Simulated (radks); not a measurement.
Task: Charge is removed step by step from the 2p down level of Si, starting from [He] 2s2 2p(up 3, down 3) 3s2 3p2. Method: non-relativistic Kohn-Sham, r2SCAN, spin-polarised, spherical densities, point nucleus; open shells are filled with parallel spins first; meta-GGA in the generalised Kohn-Sham scheme; computed with a radial shooting solver on a logarithmic mesh with Libxc functionals. At the starting occupation the eigenvalue is -97.315 eV. Estimate the energy to remove one whole electron from this level, the eigenvalue at the end, and how far E(n) bends from a straight line.

Result: Delta-SCF 110.53 eV; final eigenvalue -124.30 eV; the deviation from the straight line is -3.377 eV at 0.5 electron removed, the largest on the grid computed. Slater's transition state (half an electron removed) gives 110.39 eV. Integrating minus the eigenvalue over the occupation (Janak's theorem) gives 110.53 eV. The mean slope of the eigenvalue, de/dn, is 27.0 eV per electron.
